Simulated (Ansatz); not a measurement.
ScF₆²⁻, that is [ScF6]3- with one electron fewer. Total charge -2; doublet. Geometry r2SCAN-D4/def2-SVPD, that of the charge -3 singlet; atoms count from 1.

Cartesian coordinates in Å:
```
Sc 0.0000 0.0000 0.0000
F 0.3853 2.0423 0.1405
F -0.3853 -2.0423 -0.1405
F 1.0853 -0.0823 -1.7760
F -1.0853 0.0823 1.7760
F -1.7359 0.4016 -1.0791
F 1.7359 -0.4016 1.0791
```

A multiply charged anion in the gas phase is held together partly by the finite basis. Removing one electron lowers the energy by 2.92 eV at PBE0-D4/def2-TZVPD, so it isn't bound.

Question: Estimate the Mulliken populations from the PBE0/def2-TZVPD orbitals of Ansatz.

Answer: 
```csv
atom,charge (e),spin (α − β),d electrons
Sc1,2.35,-0.05,0.59
F2,-0.72,0.18,–
F3,-0.72,0.18,–
F4,-0.72,0.18,–
F5,-0.72,0.18,–
F6,-0.72,0.18,–
F7,-0.72,0.18,–
```
Mulliken values depend strongly on the basis. With diffuse functions, as here, like atoms can get unlike values, and bond orders can come out too low or too high.

Question: Where does the spin sit?

Answer: Summed by element: Sc -0.05, F 1.05, of 1 unpaired in all. Largest on single atoms: F6 0.18, F2 0.18, F3 0.18.
